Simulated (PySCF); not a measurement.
## Correlation energy of B (boron, neutral)

[He] 2s2 2p1, 2P determinant. Computed with PySCF 2.14 in aug-cc-pVDZ-DK, with the spin-free X2C one-electron Hamiltonian (Gaussian nucleus). Frozen: 1s2; 3 electrons correlated.

MP2 pair energies summed by pair of shells (mhartree):

```json
{"pair": "2s-2s", "energy": "-21.96", "share (%)": "59.2"}
{"pair": "2s-2p", "energy": "-15.12", "share (%)": "40.8"}
```

Total MP2 correlation energy: -37.07 mhartree.

Same-spin part -2.55 and opposite-spin part -34.53 mhartree; SCS-MP2 scales them by 1/3 and 6/5 to -42.28 mhartree.
